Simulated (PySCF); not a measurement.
Isomers of C3H6F3NSi, one GFN2-xTB conformer each. Single-point energies are computed at PBE0/pcSseg-1 (PySCF, gas phase, no added dispersion term), electronic only.

```csv
SMILES,GFN2-xTB relative energy (kcal/mol)
FC(F)(F)C/C=N/[SiH3],26.2
C=C(C(F)F)[Si@H](N)F,0.0
```

Conformers: `[F:1][C:2]([F:3])([F:4])[CH2:5]/[CH:6]=[N:7]/[SiH3:8]` with C2–C5–C6–N7 129°; `[CH2:1]=[C:2]([CH:3]([F:4])[F:5])[Si@H:6]([NH2:7])[F:8]` with C1–C2–C3–F4 120°, C1–C2–Si6–N7 111°, C2–Si6–N7–H 50° and -166°.

Question: What does PBE0/pcSseg-1 give for the same structures?

Answer: 
```csv
SMILES,PBE0/pcSseg-1 E (Eh),PBE0/pcSseg-1 (kcal/mol),GFN2-xTB (kcal/mol),point group
C=C(C(F)F)[Si@H](N)F,-761.11630,0.0,0.0,C1
FC(F)(F)C/C=N/[SiH3],-761.04496,44.8,26.2,C1
```

Both levels put the same isomer lowest. As drawn, the lower has an N–H bond, an Si–F bond and an Si–C bond, which the higher lacks; the higher has a C=N bond, which the lower lacks.

Question: Which frontier levels, dipoles and rotational constants go with these structures?

Answer: 
```tsv
SMILES	HOMO (eV, PBE0/pcSseg-1)	LUMO (eV)	dipole (D)	A, B, C (MHz)
C=C(C(F)F)[Si@H](N)F	-7.77	-0.90	1.02	2451, 1208, 1017
FC(F)(F)C/C=N/[SiH3]	-7.32	-0.96	1.87	4612, 654.1, 651.7
```
